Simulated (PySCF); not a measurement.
Spin-rotation constants: `CN(C)C[Si@@H](C)N`, C₄H₁₄N₂Si

Molfile (atoms numbered from 1):
```
C4H14N2Si
     RDKit          3D

 21 20  0  0  0  0  0  0  0  0999 V2000
   -1.7806   -0.1503    1.1795 C   0  0  0  0  0  0  0  0  0  0  0  0
   -1.2686    0.4709   -0.0208 N   0  0  0  0  0  0  0  0  0  0  0  0
   -2.3467    0.7440   -0.9497 C   0  0  0  0  0  0  0  0  0  0  0  0
   -0.2252   -0.3322   -0.6415 C   0  0  0  0  0  0  0  0  0  0  0  0
    1.3786   -0.3788    0.3901 Si  0  0  1  0  0  4  0  0  0  0  0  0
    2.8661   -0.8877   -0.6724 C   0  0  0  0  0  0  0  0  0  0  0  0
    1.6070    1.2551    0.8775 N   0  0  0  0  0  0  0  0  0  0  0  0
   -2.2249   -1.1412    0.9883 H   0  0  0  0  0  0  0  0  0  0  0  0
   -2.5458    0.4907    1.6175 H   0  0  0  0  0  0  0  0  0  0  0  0
   -0.9735   -0.2700    1.8985 H   0  0  0  0  0  0  0  0  0  0  0  0
   -1.9486    1.2652   -1.8192 H   0  0  0  0  0  0  0  0  0  0  0  0
   -3.0825    1.3883   -0.4680 H   0  0  0  0  0  0  0  0  0  0  0  0
   -2.8553   -0.1720   -1.2925 H   0  0  0  0  0  0  0  0  0  0  0  0
    0.0003    0.1269   -1.6059 H   0  0  0  0  0  0  0  0  0  0  0  0
   -0.5877   -1.3517   -0.8582 H   0  0  0  0  0  0  0  0  0  0  0  0
    1.2664   -1.3744    1.4824 H   0  0  0  0  0  0  0  0  0  0  0  0
    2.7483   -1.8904   -1.0699 H   0  0  0  0  0  0  0  0  0  0  0  0
    3.0079   -0.2128   -1.5101 H   0  0  0  0  0  0  0  0  0  0  0  0
    3.7787   -0.8769   -0.0860 H   0  0  0  0  0  0  0  0  0  0  0  0
    0.7885    1.7960    1.1060 H   0  0  0  0  0  0  0  0  0  0  0  0
    2.3886    1.5184    1.4541 H   0  0  0  0  0  0  0  0  0  0  0  0
  1  2  1  0
  2  3  1  0
  2  4  1  0
  4  5  1  0
  5  6  1  0
  5  7  1  0
  1  8  1  0
  1  9  1  0
  1 10  1  0
  3 11  1  0
  3 12  1  0
  3 13  1  0
  4 14  1  0
  4 15  1  0
  5 16  1  1
  6 17  1  0
  6 18  1  0
  6 19  1  0
  7 20  1  0
  7 21  1  0
M  END
```

Method: GIAO B97-2/pcSseg-1 magnetisability, rotational g tensor and spin-rotation constants, non-relativistic, gas phase in PySCF. Geometry: GFN2-xTB.

Q: Give the nuclear spin-rotation constants along the inertial axes (H = +C I·J) beside the isotropic shieldings.

A: Rotational constants 3.7824, 1.1426, 1.0618 GHz. A star marks the isotopologue with that one atom substituted, in its own axes.
| atom | isotope | Caa (kHz) | Cbb (kHz) | Ccc (kHz) | mean (kHz) | σ (ppm) |
| --- | --- | --- | --- | --- | --- | --- |
| N2 | 14N | 0.149 | 0.050 | 0.047 | 0.082 | 229.5 |
| N7 | 14N | 0.090 | 0.038 | 0.039 | 0.056 | 256.3 |
| H8 | 1H | -0.384 | -0.069 | -0.026 | -0.160 | 30.2 |
| H9 | 1H | -0.043 | -0.068 | -0.113 | -0.075 | 29.5 |
| H10 | 1H | -0.016 | -0.070 | -0.112 | -0.066 | 29.2 |
| H11 | 1H | -0.352 | -0.088 | -0.004 | -0.148 | 29.4 |
| H12 | 1H | -0.109 | -0.050 | -0.107 | -0.089 | 29.3 |
| H13 | 1H | -0.360 | -0.050 | -0.046 | -0.152 | 29.9 |
| H14 | 1H | -0.396 | -0.072 | -0.016 | -0.161 | 29.8 |
| H15 | 1H | -0.388 | -0.068 | -0.032 | -0.163 | 30.4 |
| H16 | 1H | -0.288 | -0.077 | 0.033 | -0.111 | 26.7 |
| H17 | 1H | -0.427 | -0.047 | -0.075 | -0.183 | 32.1 |
| H18 | 1H | -0.419 | -0.108 | -0.014 | -0.180 | 31.8 |
| H19 | 1H | -0.039 | -0.095 | -0.130 | -0.088 | 31.6 |
| H20 | 1H | -0.118 | -0.099 | -0.109 | -0.108 | 30.7 |
| H21 | 1H | -0.211 | -0.071 | -0.131 | -0.138 | 31.8 |
| C1 | 13C* | 0.838 | 0.200 | 0.172 | 0.403 | 138.9 |
| C4 | 13C* | 0.631 | 0.221 | 0.230 | 0.360 | 136.2 |
| Si5 | 29Si* | -2.325 | -0.643 | -0.661 | -1.210 | 377.9 |
| C6 | 13C* | 0.471 | 0.131 | 0.107 | 0.236 | 187.7 |

For the geometry as given, no vibrational averaging.

Q: How do the rotational constants and the g tensor change when H8, H9, H10, H11, H12, H13, H14, H15, H16, H17, H18, H19, H20, H21 are replaced by deuterium?

A: Constants 2.8705, 0.9443, 0.8762 GHz; g -0.0075, -0.0025, -0.0005, against -0.0100, -0.0031, -0.0005 before.
